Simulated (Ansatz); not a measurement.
Single points on [9]cycloparaphenylene, `c1cc2ccc1-c1ccc(cc1)-c1ccc(cc1)-c1ccc(cc1)-c1ccc(cc1)-c1ccc(cc1)-c1ccc(cc1)-c1ccc(cc1)-c1ccc-2cc1`.

```yaml
crystal:
  periodic: [false, false, false]
  atoms:
    - {symbol: C, position_ang: [6.491084, -0.244086, 1.312047]}
    - {symbol: C, position_ang: [6.311292, -1.627311, 1.219876]}
    - {symbol: C, position_ang: [5.857178, -2.230677, 0.020994]}
    - {symbol: C, position_ang: [5.811987, -1.406022, -1.128352]}
    - {symbol: C, position_ang: [5.997460, -0.024404, -1.038511]}
    - {symbol: C, position_ang: [6.232767, 0.603609, 0.207168]}
    - {symbol: C, position_ang: [5.899504, 2.038962, 0.363218]}
    - {symbol: C, position_ang: [5.188805, 2.448844, 1.515593]}
    - {symbol: C, position_ang: [4.435970, 3.623824, 1.522567]}
    - {symbol: C, position_ang: [4.355949, 4.457741, 0.381285]}
    - {symbol: C, position_ang: [5.239875, 4.155117, -0.684797]}
    - {symbol: C, position_ang: [5.987746, 2.973398, -0.696974]}
    - {symbol: C, position_ang: [3.204722, 5.381579, 0.230844]}
    - {symbol: C, position_ang: [2.395469, 5.755958, 1.331480]}
    - {symbol: C, position_ang: [1.071112, 6.163977, 1.153453]}
    - {symbol: C, position_ang: [0.491427, 6.242914, -0.136230]}
    - {symbol: C, position_ang: [1.379100, 6.118816, -1.232853]}
    - {symbol: C, position_ang: [2.695489, 5.688611, -1.054842]}
    - {symbol: C, position_ang: [-0.977778, 6.145862, -0.308401]}
    - {symbol: C, position_ang: [-1.903410, 6.438177, 0.724092]}
    - {symbol: C, position_ang: [-3.199045, 5.910361, 0.710973]}
    - {symbol: C, position_ang: [-3.638649, 5.060403, -0.334518]}
    - {symbol: C, position_ang: [-2.782185, 4.946791, -1.455648]}
    - {symbol: C, position_ang: [-1.491647, 5.473663, -1.443116]}
    - {symbol: C, position_ang: [-4.756839, 4.098493, -0.184291]}
    - {symbol: C, position_ang: [-5.138079, 3.637855, 1.099574]}
    - {symbol: C, position_ang: [-5.791226, 2.414727, 1.267809]}
    - {symbol: C, position_ang: [-6.078193, 1.576256, 0.162727]}
    - {symbol: C, position_ang: [-5.912884, 2.149961, -1.121551]}
    - {symbol: C, position_ang: [-5.279122, 3.383239, -1.289840]}
    - {symbol: C, position_ang: [-6.232339, 0.109505, 0.314832]}
    - {symbol: C, position_ang: [-6.677318, -0.737615, -0.730683]}
    - {symbol: C, position_ang: [-6.373201, -2.103209, -0.740601]}
    - {symbol: C, position_ang: [-5.608991, -2.695866, 0.295270]}
    - {symbol: C, position_ang: [-5.352677, -1.888779, 1.429456]}
    - {symbol: C, position_ang: [-5.654716, -0.527923, 1.438828]}
    - {symbol: C, position_ang: [-4.851530, -3.959075, 0.127550]}
    - {symbol: C, position_ang: [-4.247390, -4.616250, 1.227130]}
    - {symbol: C, position_ang: [-3.143635, -5.453738, 1.053919]}
    - {symbol: C, position_ang: [-2.597268, -5.699595, -0.229669]}
    - {symbol: C, position_ang: [-3.362390, -5.249312, -1.333427]}
    - {symbol: C, position_ang: [-4.452536, -4.392778, -1.160186]}
    - {symbol: C, position_ang: [-1.181845, -6.120246, -0.375018]}
    - {symbol: C, position_ang: [-0.433145, -6.672841, 0.694339]}
    - {symbol: C, position_ang: [0.964087, -6.614588, 0.710871]}
    - {symbol: C, position_ang: [1.685334, -6.011757, -0.348059]}
    - {symbol: C, position_ang: [0.947356, -5.662953, -1.503394]}
    - {symbol: C, position_ang: [-0.447182, -5.713103, -1.514684]}
    - {symbol: C, position_ang: [3.054475, -5.467970, -0.188604]}
    - {symbol: C, position_ang: [3.432739, -4.914806, 1.057352]}
    - {symbol: C, position_ang: [4.462399, -3.975248, 1.148847]}
    - {symbol: C, position_ang: [5.169371, -3.544389, 0.000962]}
    - {symbol: C, position_ang: [4.935849, -4.263275, -1.197475]}
    - {symbol: C, position_ang: [3.901793, -5.199254, -1.291285]}
    - {symbol: H, position_ang: [6.774695, 0.196382, 2.280375]}
    - {symbol: H, position_ang: [6.461115, -2.245229, 2.118413]}
    - {symbol: H, position_ang: [5.484531, -1.829584, -2.089195]}
    - {symbol: H, position_ang: [5.810027, 0.593570, -1.929357]}
    - {symbol: H, position_ang: [5.106734, 1.763992, 2.372478]}
    - {symbol: H, position_ang: [3.789554, 3.820467, 2.389525]}
    - {symbol: H, position_ang: [5.294191, 4.823792, -1.557025]}
    - {symbol: H, position_ang: [6.605024, 2.739264, -1.578100]}
    - {symbol: H, position_ang: [2.774010, 5.633369, 2.357084]}
    - {symbol: H, position_ang: [0.442217, 6.310133, 2.044313]}
    - {symbol: H, position_ang: [1.007494, 6.269014, -2.257410]}
    - {symbol: H, position_ang: [3.302411, 5.478720, -1.947847]}
    - {symbol: H, position_ang: [-1.585091, 7.039692, 1.589219]}
    - {symbol: H, position_ang: [-3.861195, 6.111660, 1.566821]}
    - {symbol: H, position_ang: [-3.076935, 4.314551, -2.305048]}
    - {symbol: H, position_ang: [-0.824642, 5.234168, -2.283245]}
    - {symbol: H, position_ang: [-4.812772, 4.187352, 1.995482]}
    - {symbol: H, position_ang: [-5.994214, 2.061721, 2.289844]}
    - {symbol: H, position_ang: [-6.176573, 1.568165, -2.017322]}
    - {symbol: H, position_ang: [-5.101372, 3.749450, -2.311929]}
    - {symbol: H, position_ang: [-7.217325, -0.309453, -1.588876]}
    - {symbol: H, position_ang: [-6.683462, -2.708828, -1.605781]}
    - {symbol: H, position_ang: [-4.778470, -2.299222, 2.271999]}
    - {symbol: H, position_ang: [-5.305654, 0.075820, 2.288359]}
    - {symbol: H, position_ang: [-4.585578, -4.394605, 2.250297]}
    - {symbol: H, position_ang: [-2.628268, -5.831684, 1.949137]}
    - {symbol: H, position_ang: [-3.042996, -5.492536, -2.357637]}
    - {symbol: H, position_ang: [-4.927967, -3.960440, -2.053247]}
    - {symbol: H, position_ang: [-0.954661, -7.096573, 1.565725]}
    - {symbol: H, position_ang: [1.505288, -6.987441, 1.594234]}
    - {symbol: H, position_ang: [1.466310, -5.206946, -2.359402]}
    - {symbol: H, position_ang: [-0.974171, -5.295047, -2.383961]}
    - {symbol: H, position_ang: [2.815356, -5.111322, 1.946637]}
    - {symbol: H, position_ang: [4.621013, -3.463240, 2.109332]}
    - {symbol: H, position_ang: [5.531990, -4.036018, -2.094476]}
    - {symbol: H, position_ang: [3.704267, -5.684733, -2.259471]}
basis:
  gaussian: {orbitals: def2-SVP, fitting: {mean_field: def2-universal-jkfit}, initial_orbitals: start.molden}
hamiltonian: {xc: pbe, dispersion: d4}
scf: {omitted_lower_state_checks: [starts]}
output: {forces: true, orbitals: {seedname: orbitals}}
```

The file start.molden holds the orbitals of an earlier run on this structure, at another level or in another basis.

```sh
$ ansatz run in.yaml --threads 4 --pin off --events-out ev --progress --plain --max-ram 46080MiB --backend cuda --devices 0, --max-vram 37GiB
```

Shortened log:

```
Functional definition: PBE
4698 factors; integrals over basis functions are off by at most 2.1e-1 eV
mean field evaluation 1: about -56471.1984 eV, gradient 1.8e1 eV
mean field evaluation 2: about -56471.8490 eV, gradient 6.2e-1 eV
mean field evaluation 4: about -56471.7989 eV, gradient 3.9e-3 eV
mean field -56471.79885936 eV, -2075.3003301212 hartree, gradient 2.1e-5 eV, S^2 0.000000; 0 other end points of the search recorded, 0 dependent functions left out
reference -56471.79896994 eV, -2075.3003341853 hartree; 180, 180 occupied and 756, 756 virtual orbitals, 4698 factors
Total energy: -56475.79212262 eV, -2075.4470798394 hartree
Atom 0 at     6.491084    -0.244086     1.312047 Å, force     0.001487    -0.002173    -0.003462 eV/Å
Atom 1 at     6.311292    -1.627311     1.219876 Å, force     0.004510     0.000203     0.000524 eV/Å
Atom 2 at     5.857178    -2.230677     0.020994 Å, force     0.000136     0.006090     0.008418 eV/Å
Atom 3 at     5.811987    -1.406022    -1.128352 Å, force    -0.001580     0.003405    -0.000020 eV/Å
Atom 4 at     5.997460    -0.024404    -1.038511 Å, force    -0.003398     0.000038     0.002269 eV/Å
Atom 5 at     6.232767     0.603609     0.207168 Å, force     0.002168    -0.008799     0.004787 eV/Å
Atom 6 at     5.899504     2.038962     0.363218 Å, force     0.000398     0.005365    -0.004702 eV/Å
Atom 7 at     5.188805     2.448844     1.515593 Å, force    -0.000247     0.002267    -0.000818 eV/Å
Atom 8 at     4.435970     3.623824     1.522567 Å, force     0.003382    -0.005629     0.000867 eV/Å
Atom 9 at     4.355949     4.457741     0.381285 Å, force    -0.003889     0.003242    -0.002434 eV/Å
Atom 10 at     5.239875     4.155117    -0.684797 Å, force     0.005716     0.000628     0.004704 eV/Å
Atom 11 at     5.987746     2.973398    -0.696974 Å, force    -0.005827    -0.001380    -0.002315 eV/Å
Atom 12 at     3.204722     5.381579     0.230844 Å, force     0.000999    -0.002182     0.000625 eV/Å
Atom 13 at     2.395469     5.755958     1.331480 Å, force    -0.003567     0.000123    -0.003789 eV/Å
Atom 14 at     1.071112     6.163977     1.153453 Å, force     0.002810    -0.001241     0.002925 eV/Å
Atom 15 at     0.491427     6.242914    -0.136230 Å, force     0.000055    -0.000133    -0.004049 eV/Å
Atom 16 at     1.379100     6.118816    -1.232853 Å, force     0.005003    -0.000557     0.001849 eV/Å
Atom 17 at     2.695489     5.688611    -1.054842 Å, force    -0.000719     0.003807    -0.001034 eV/Å
Atom 18 at    -0.977778     6.145862    -0.308401 Å, force     0.001140     0.003873     0.006956 eV/Å
Atom 19 at    -1.903410     6.438177     0.724092 Å, force    -0.002862     0.001822    -0.002291 eV/Å
Atom 20 at    -3.199045     5.910361     0.710973 Å, force     0.003818    -0.001815    -0.001854 eV/Å
Atom 21 at    -3.638649     5.060403    -0.334518 Å, force    -0.003254     0.000974     0.006499 eV/Å
Atom 22 at    -2.782185     4.946791    -1.455648 Å, force     0.002289     0.001933    -0.000814 eV/Å
Atom 23 at    -1.491647     5.473663    -1.443116 Å, force    -0.002399    -0.004050     0.000384 eV/Å
Atom 24 at    -4.756839     4.098493    -0.184291 Å, force     0.000637    -0.000876    -0.003100 eV/Å
Atom 25 at    -5.138079     3.637855     1.099574 Å, force     0.001164    -0.003930     0.002584 eV/Å
Atom 26 at    -5.791226     2.414727     1.267809 Å, force    -0.002726     0.005796    -0.003084 eV/Å
Atom 27 at    -6.078193     1.576256     0.162727 Å, force     0.000593    -0.000434     0.003071 eV/Å
Atom 28 at    -5.912884     2.149961    -1.121551 Å, force     0.003954     0.001073    -0.002786 eV/Å
Atom 29 at    -5.279122     3.383239    -1.289840 Å, force    -0.006237    -0.001215     0.003438 eV/Å
Atom 30 at    -6.232339     0.109505     0.314832 Å, force    -0.003456     0.003272    -0.006639 eV/Å
Atom 31 at    -6.677318    -0.737615    -0.730683 Å, force     0.003547    -0.002656     0.002136 eV/Å
Atom 32 at    -6.373201    -2.103209    -0.740601 Å, force    -0.002634     0.001509     0.002201 eV/Å
Atom 33 at    -5.608991    -2.695866     0.295270 Å, force    -0.002653    -0.002820    -0.007236 eV/Å
Atom 34 at    -5.352677    -1.888779     1.429456 Å, force     0.001932     0.004448    -0.000378 eV/Å
Atom 35 at    -5.654716    -0.527923     1.438828 Å, force     0.000073    -0.003302     0.000723 eV/Å
Atom 36 at    -4.851530    -3.959075     0.127550 Å, force     0.000743    -0.000322     0.003846 eV/Å
Atom 37 at    -4.247390    -4.616250     1.227130 Å, force     0.003301    -0.004260    -0.001571 eV/Å
Atom 38 at    -3.143635    -5.453738     1.053919 Å, force    -0.003458    -0.000930     0.000874 eV/Å
Atom 39 at    -2.597268    -5.699595    -0.229669 Å, force     0.002849    -0.000046    -0.000790 eV/Å
Atom 40 at    -3.362390    -5.249312    -1.333427 Å, force    -0.002677     0.001865     0.003918 eV/Å
Atom 41 at    -4.452536    -4.392778    -1.160186 Å, force     0.002979    -0.000843    -0.003074 eV/Å
Atom 42 at    -1.181845    -6.120246    -0.375018 Å, force    -0.005939     0.001432     0.002717 eV/Å
Atom 43 at    -0.433145    -6.672841     0.694339 Å, force     0.003099    -0.003430    -0.004581 eV/Å
Atom 44 at     0.964087    -6.614588     0.710871 Å, force    -0.002056     0.003783     0.002354 eV/Å
Atom 45 at     1.685334    -6.011757    -0.348059 Å, force    -0.003963    -0.003268     0.004040 eV/Å
Atom 46 at     0.947356    -5.662953    -1.503394 Å, force    -0.001920    -0.000491     0.000969 eV/Å
Atom 47 at    -0.447182    -5.713103    -1.514684 Å, force     0.006551     0.000280    -0.000562 eV/Å
Atom 48 at     3.054475    -5.467970    -0.188604 Å, force     0.007958     0.003078    -0.004616 eV/Å
Atom 49 at     3.432739    -4.914806     1.057352 Å, force    -0.001203     0.002461    -0.002342 eV/Å
Atom 50 at     4.462399    -3.975248     1.148847 Å, force    -0.004253     0.000267    -0.000156 eV/Å
Atom 51 at     5.169371    -3.544389     0.000962 Å, force    -0.004784    -0.004040    -0.008255 eV/Å
Atom 52 at     4.935849    -4.263275    -1.197475 Å, force     0.003573    -0.004727    -0.000362 eV/Å
Atom 53 at     3.901793    -5.199254    -1.291285 Å, force     0.002130     0.001160     0.003223 eV/Å
Atom 54 at     6.774695     0.196382     2.280375 Å, force    -0.000938     0.001695    -0.001595 eV/Å
Atom 55 at     6.461115    -2.245229     2.118413 Å, force    -0.001536    -0.001852    -0.001907 eV/Å
Atom 56 at     5.484531    -1.829584    -2.089195 Å, force    -0.000531    -0.004505     0.002250 eV/Å
Atom 57 at     5.810027     0.593570    -1.929357 Å, force     0.000560     0.001799     0.000765 eV/Å
Atom 58 at     5.106734     1.763992     2.372478 Å, force     0.001057    -0.001997     0.004135 eV/Å
Atom 59 at     3.789554     3.820467     2.389525 Å, force    -0.000627     0.001557     0.001967 eV/Å
Atom 60 at     5.294191     4.823792    -1.557025 Å, force    -0.001648    -0.000639    -0.002923 eV/Å
Atom 61 at     6.605024     2.739264    -1.578100 Å, force     0.001538     0.000631     0.001669 eV/Å
Atom 62 at     2.774010     5.633369     2.357084 Å, force    -0.001581     0.000854    -0.001465 eV/Å
Atom 63 at     0.442217     6.310133     2.044313 Å, force    -0.001679    -0.001457    -0.002187 eV/Å
Atom 64 at     1.007494     6.269014    -2.257410 Å, force    -0.000522     0.000271     0.001041 eV/Å
Atom 65 at     3.302411     5.478720    -1.947847 Å, force    -0.001418    -0.000387     0.001735 eV/Å
Atom 66 at    -1.585091     7.039692     1.589219 Å, force     0.002056    -0.000640    -0.000290 eV/Å
Atom 67 at    -3.861195     6.111660     1.566821 Å, force    -0.002434     0.000532    -0.000488 eV/Å
Atom 68 at    -3.076935     4.314551    -2.305048 Å, force    -0.001462    -0.000885    -0.003013 eV/Å
Atom 69 at    -0.824642     5.234168    -2.283245 Å, force     0.002776     0.000313    -0.003411 eV/Å
Atom 70 at    -4.812772     4.187352     1.995482 Å, force     0.000339    -0.000128    -0.002063 eV/Å
Atom 71 at    -5.994214     2.061721     2.289844 Å, force     0.001706    -0.000823    -0.000595 eV/Å
Atom 72 at    -6.176573     1.568165    -2.017322 Å, force     0.000575    -0.000211     0.001992 eV/Å
Atom 73 at    -5.101372     3.749450    -2.311929 Å, force     0.001271    -0.000721     0.000625 eV/Å
Atom 74 at    -7.217325    -0.309453    -1.588876 Å, force    -0.001571     0.001954     0.000208 eV/Å
Atom 75 at    -6.683462    -2.708828    -1.605781 Å, force     0.001168    -0.001535     0.000283 eV/Å
Atom 76 at    -4.778470    -2.299222     2.271999 Å, force     0.001149    -0.002551     0.003779 eV/Å
Atom 77 at    -5.305654     0.075820     2.288359 Å, force     0.000208     0.002007     0.003321 eV/Å
Atom 78 at    -4.585578    -4.394605     2.250297 Å, force    -0.000701     0.000300    -0.001107 eV/Å
Atom 79 at    -2.628268    -5.831684     1.949137 Å, force    -0.000563     0.001451    -0.001623 eV/Å
Atom 80 at    -3.042996    -5.492536    -2.357637 Å, force    -0.001222     0.001280     0.001300 eV/Å
Atom 81 at    -4.927967    -3.960440    -2.053247 Å, force     0.000018     0.001895     0.002273 eV/Å
Atom 82 at    -0.954661    -7.096573     1.565725 Å, force    -0.000420     0.000987     0.002791 eV/Å
Atom 83 at     1.505288    -6.987441     1.594234 Å, force     0.000221    -0.000853    -0.001461 eV/Å
Atom 84 at     1.466310    -5.206946    -2.359402 Å, force     0.002264     0.000255    -0.004199 eV/Å
Atom 85 at    -0.974171    -5.295047    -2.383961 Å, force    -0.001700    -0.000545    -0.002169 eV/Å
Atom 86 at     2.815356    -5.111322     1.946637 Å, force    -0.001505    -0.001581    -0.000639 eV/Å
Atom 87 at     4.621013    -3.463240     2.109332 Å, force     0.003442     0.002832    -0.001976 eV/Å
Atom 88 at     5.531990    -4.036018    -2.094476 Å, force     0.000129     0.002726     0.001653 eV/Å
Atom 89 at     3.704267    -5.684733    -2.259471 Å, force    -0.001712    -0.000671     0.001536 eV/Å
Dipole moment:    -0.002569     0.001346    -0.000001 e Å
Checks for a lower state left out: starts
```

Hardware: 4 threads of AMD EPYC 7R13 on a shared host and a share (37 GiB) of an NVIDIA H100 80GB HBM3. Wall time 9.6 s, peak host memory 1.4 GiB.

First input, but with `hamiltonian: {xc: {name: BHLYP}, dispersion: d4}`, `output: {orbitals: {seedname: orbitals}}` (abridged; 9.5 s):

```
Functional definition: BHLYP
mean field -56507.64080512 eV, -2076.6174973337 hartree, gradient 1.1e-5 eV, S^2 0.000000
Total energy: -56512.24928124 eV, -2076.7868557074 hartree
Checks for a lower state left out: starts
```

As the first input, with `gaussian: {orbitals: def2-mTZVP, fitting: {mean_field: def2-universal-jkfit}, initial_orbitals: start.molden}`, `hamiltonian: {xc: r2scan, dispersion: d4}`, `output: {orbitals: {seedname: orbitals}}` (abridged; 11 s):

```
Functional definition: r2SCAN
mean field -56565.97749997 eV, -2078.7613313273 hartree, gradient 2.3e-5 eV, S^2 0.000000
Total energy: -56567.17210724 eV, -2078.8052323346 hartree
Checks for a lower state left out: starts
```

Geometry: PBE-D4/def2-SVP.

Single mean-field runs in def2-SVP, def2-mTZVP are fitted with def2-universal-jkfit.
